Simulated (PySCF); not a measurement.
# Working out the ionisation energy of Mn²⁺

Mn²⁺ [Ar] 3d5 (6S) → Mn³⁺ [Ar] 3d4 (5D). Calculation: PySCF 2.14, in cc-pVTZ (7s6p4d2f1g, 68 functions); the non-relativistic Hamiltonian (point nucleus). Frozen: [Ar]. Energies in hartree (1 hartree = 27.21139 eV):

```csv
part,Mn²⁺ (lower),Mn³⁺ (upper)
UHF,-1149.109231,-1147.911616
MP2 opposite-spin,0.000000,0.000000
MP2 same-spin,-0.069113,-0.038642
```

Question: What does Hartree-Fock give?

Answer: (-1147.911616) − (-1149.109231) = 1.197615 hartree = 32.589 eV.

Question: What do MP2 and SCS-MP2 (6/5 opposite-spin, 1/3 same-spin) give?

Answer: The opposite-spin parts differ by 0.000 eV and the same-spin parts by 0.829 eV. MP2: 32.589 + (0.000) + (0.829) = 33.418 eV. SCS-MP2: 32.589 + 1.2 × (0.000) + (0.829)/3 = 32.865 eV.

Reference: 33.668 ± 0.012 eV (measured; NIST Atomic Spectra Database, ionization energies), between the lowest levels; spin-orbit coupling is absent from the calculation.

The calculation is non-relativistic.

What remains against the reference includes basis incompleteness, the frozen core and correlation beyond second order.
